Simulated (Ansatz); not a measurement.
Ideal-gas functions of `[O][SnH]([F])[Cl]` radical at 298.15 K and 1 bar, from an Ansatz frequency run at PBE0-D4/def2-TZVP.

Molar mass 190.17 g/mol, point group C1 (symmetry number 1), electronic degeneracy 2, moments of inertia 111.534, 208.922, 266.457 u Å². Harmonic wavenumbers (cm⁻¹, unscaled): 111, 153, 176, 396, 508, 534, 625, 644, 2009.

Use S(trans) = R[1.5 ln M + 2.5 ln T − 1.1517]; rotational temperatures θ = 24.2544 K / I; S(rot) = R[ln(√π/σ · √(T³/θAθBθC)) + 1.5]; for each mode x = 1.438777 ν̃/T, S = R[x/(eˣ − 1) − ln(1 − e⁻ˣ)] and H = RT x/(eˣ − 1); 1 cm⁻¹ = 0.0119627 kJ/mol; R = 8.31446 J/(mol·K).

Problem. By hand: the entropy, in J/(mol·K).

Solution. Translation 174.3. Rotation: θ = 0.2175, 0.1161, 0.091 K, giving 113.5. Vibration, mode by mode: 13.60, 11.02, 9.92, 4.09, 2.67, 2.42, 1.71, 1.59, 0.01, in all 47.0. Electronic 5.8. Sum 340.6 J/(mol·K).

Problem. By hand: H − E and G − E in kJ/mol, counted from the electronic energy.

Solution. Zero-point energy ½ × 5156 × 0.0119627 = 30.8; thermal vibration 7.8; translation, rotation and pV give 4 RT = 9.9. H − E = 48.5 kJ/mol, and G − E = 48.5 − 298.15 × 340.6/1000 = -53.0 kJ/mol.

Vibration gives 14 % of the entropy, 13.6 J/(mol·K) of it from the mode under 150 cm⁻¹: soft modes count most, and the harmonic formula is weakest for them. The sum counts one conformer and one mirror image; others add a mixing term.
